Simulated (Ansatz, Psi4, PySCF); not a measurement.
I2Sn, singlet, geometry from GFN2-xTB (such geometries of metal compounds can be far from the true shape) (core potentials on I, Sn). Base run: CAMB3LYP/def2-SVPD in PySCF.

Input for PySCF:
```python
from pyscf import gto, scf, dft

mol = gto.Mole()
mol.atom = '''
    Sn   -0.00085342   -0.00395542    1.15473199
    I     1.08671471   -1.84536015   -0.55020954
    I    -1.08590960    1.84909168   -0.53916026
'''
mol.basis = 'def2-svpd'
mol.ecp = {'I': 'def2-svpd', 'Sn': 'def2-svpd'}
mol.verbose = 3
mol.build()

mf = dft.RKS(mol)
mf.xc = 'camb3lyp'
mf.kernel()
```

The same geometry, method and basis name were run in Ansatz (a quantum-chemistry and plane-wave program) and Psi4 and PySCF, at each program's defaults and at the settings that a row names. The base is PySCF at its defaults. Differences at the defaults can come from grids, fitting, cores and function types together.

```
code and settings                                                                             ΔE vs base (mEh)  basis functions      E (Eh)  SCF cycles  dipole (D)
--------------------------------------------------------------------------------------------  ----------------  ---------------  ----------  ----------  ----------
PySCF, defaults (exact integrals, its default grid, spherical functions)                                 0.000              102  -809.79829          12        2.63
Psi4, defaults (density fitting with its default set, its default grid, spherical functions)             0.014              102  -809.79828          10        2.63
Ansatz, defaults (factorised integrals, its default grid, spherical functions)                          -0.019              102  -809.79831           -           -
PySCF, density fitting with def2-universal-jkfit                                                        -0.004              102  -809.79830          12        2.63
PySCF, fine grid                                                                                        -0.018              102  -809.79831          12        2.63
Psi4, exact integrals, spherical functions, fine grid                                                   -0.025              102  -809.79832          13        2.63
Ansatz, high accuracy                                                                                   -0.019              102  -809.79831           -           -
```
